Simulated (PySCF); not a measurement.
Ge(F)2(Br)(NH2) (BrF₂GeH₂N), SMILES [NH2][Ge]([F])([F])[Br]. Atoms are numbered in the order given.

```xyz
7

N      1.5216    -1.6138     0.0000
Ge    -0.0189    -0.6778     0.0000
F     -0.9244    -1.1487     1.3910
F     -0.9244    -1.1487    -1.3910
Br     0.0687     1.6182     0.0000
H      2.0927    -1.4876     0.8342
H      2.0927    -1.4876    -0.8342
```

Geometry optimised at B3LYP-D3(BJ)/def2-SVP. This is a generated structure with no PubChem entry under its InChIKey; it may be hypothetical. The values are those of a single conformer.

Computed with ωB97X/def2-TZVP run with PySCF.

ESP charges are fitted to the potential on shells at 1.4 to 2.0 van der Waals radii. Atomic charges (e):

```
atom  ESP fit    IAO
----  -------  -----
N1      -0.73  -0.81
Ge2      0.55      …
F3      -0.20      …
F4      -0.20      …
Br5     -0.10  -0.23
H6       0.35      …
H7       0.35      …
```

Task: Fill in the missing entries. (The exact figures need the calculation; the answer reports its results.)

Result: 
- Ge2, IAO: 1.50
- F3, IAO: -0.51
- F4, IAO: -0.51
- H6, IAO: 0.28
- H7, IAO: 0.28
